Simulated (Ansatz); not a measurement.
Si₂Mo₄⁺. The state is a doublet with charge 1. Geometry PBE-D4/def2-SVP.

Cartesian coordinates in Å:
```
Mo -0.4818 1.5291 0.5199
Mo 1.2122 -0.0701 0.7751
Mo -1.2794 -0.4175 -0.5126
Mo 0.7648 -1.4038 -1.1009
Si -0.9239 -0.6052 1.9510
Si 0.7080 0.9674 -1.6324
```

In the def2 sets Mo takes a core potential; there is no spin–orbit coupling. At r2SCAN-D4/def2-TZVP, PBE0-D4/def2-TZVP, ωB97M-V/def2-TZVP the charge 1 doublet is spin-contaminated (final ⟨S²⟩ up to 1.27, 0.75 for a pure state). No other spin state of charge 1 was run. Another isomer (doublet) lies 0.26 eV lower at PBE0-D4/def2-TZVP; other spin states weren't run for this one.

(1) Estimate the α-spin orbital energies around the gap (eV) in Ansatz with PBE-D4/def2-TZVP, revPBE-D4/def2-TZVP, r2SCAN-D4/def2-TZVP, PBE0-D4/def2-TZVP, ωB97M-V/def2-TZVP.

Results:

(1) 
```json
{"orbital": "HOMO−5", "PBE-D4/def2-TZVP": "-10.16", "revPBE-D4/def2-TZVP": "-10.08", "r2SCAN-D4/def2-TZVP": "-10.35", "PBE0-D4/def2-TZVP": "-11.09", "ωB97M-V/def2-TZVP": "-12.91"}
{"orbital": "HOMO−4", "PBE-D4/def2-TZVP": "-10.04", "revPBE-D4/def2-TZVP": "-9.97", "r2SCAN-D4/def2-TZVP": "-10.16", "PBE0-D4/def2-TZVP": "-10.92", "ωB97M-V/def2-TZVP": "-12.79"}
{"orbital": "HOMO−3", "PBE-D4/def2-TZVP": "-9.04", "revPBE-D4/def2-TZVP": "-8.96", "r2SCAN-D4/def2-TZVP": "-9.11", "PBE0-D4/def2-TZVP": "-9.80", "ωB97M-V/def2-TZVP": "-11.60"}
{"orbital": "HOMO−2", "PBE-D4/def2-TZVP": "-8.78", "revPBE-D4/def2-TZVP": "-8.70", "r2SCAN-D4/def2-TZVP": "-8.90", "PBE0-D4/def2-TZVP": "-9.63", "ωB97M-V/def2-TZVP": "-11.52"}
{"orbital": "HOMO−1", "PBE-D4/def2-TZVP": "-8.54", "revPBE-D4/def2-TZVP": "-8.47", "r2SCAN-D4/def2-TZVP": "-8.61", "PBE0-D4/def2-TZVP": "-9.27", "ωB97M-V/def2-TZVP": "-11.06"}
{"orbital": "HOMO", "PBE-D4/def2-TZVP": "-8.31", "revPBE-D4/def2-TZVP": "-8.25", "r2SCAN-D4/def2-TZVP": "-8.54", "PBE0-D4/def2-TZVP": "-9.16", "ωB97M-V/def2-TZVP": "-10.68"}
{"orbital": "LUMO", "PBE-D4/def2-TZVP": "-7.68", "revPBE-D4/def2-TZVP": "-7.57", "r2SCAN-D4/def2-TZVP": "-7.45", "PBE0-D4/def2-TZVP": "-6.66", "ωB97M-V/def2-TZVP": "-4.76"}
{"orbital": "LUMO+1", "PBE-D4/def2-TZVP": "-7.25", "revPBE-D4/def2-TZVP": "-7.14", "r2SCAN-D4/def2-TZVP": "-7.08", "PBE0-D4/def2-TZVP": "-6.40", "ωB97M-V/def2-TZVP": "-4.61"}
{"orbital": "LUMO+2", "PBE-D4/def2-TZVP": "-7.12", "revPBE-D4/def2-TZVP": "-6.99", "r2SCAN-D4/def2-TZVP": "-6.90", "PBE0-D4/def2-TZVP": "-6.12", "ωB97M-V/def2-TZVP": "-4.43"}
{"orbital": "LUMO+3", "PBE-D4/def2-TZVP": "-7.03", "revPBE-D4/def2-TZVP": "-6.95", "r2SCAN-D4/def2-TZVP": "-6.77", "PBE0-D4/def2-TZVP": "-6.06", "ωB97M-V/def2-TZVP": "-4.08"}
{"orbital": "LUMO+4", "PBE-D4/def2-TZVP": "-6.72", "revPBE-D4/def2-TZVP": "-6.63", "r2SCAN-D4/def2-TZVP": "-6.58", "PBE0-D4/def2-TZVP": "-5.88", "ωB97M-V/def2-TZVP": "-3.99"}
{"orbital": "LUMO+5", "PBE-D4/def2-TZVP": "-6.58", "revPBE-D4/def2-TZVP": "-6.48", "r2SCAN-D4/def2-TZVP": "-6.41", "PBE0-D4/def2-TZVP": "-5.69", "ωB97M-V/def2-TZVP": "-3.79"}
{"orbital": "β HOMO", "PBE-D4/def2-TZVP": "-8.38", "revPBE-D4/def2-TZVP": "-8.30", "r2SCAN-D4/def2-TZVP": "-8.41", "PBE0-D4/def2-TZVP": "-9.01", "ωB97M-V/def2-TZVP": "-10.62"}
{"orbital": "β LUMO", "PBE-D4/def2-TZVP": "-7.71", "revPBE-D4/def2-TZVP": "-7.61", "r2SCAN-D4/def2-TZVP": "-7.60", "PBE0-D4/def2-TZVP": "-6.93", "ωB97M-V/def2-TZVP": "-5.04"}
```
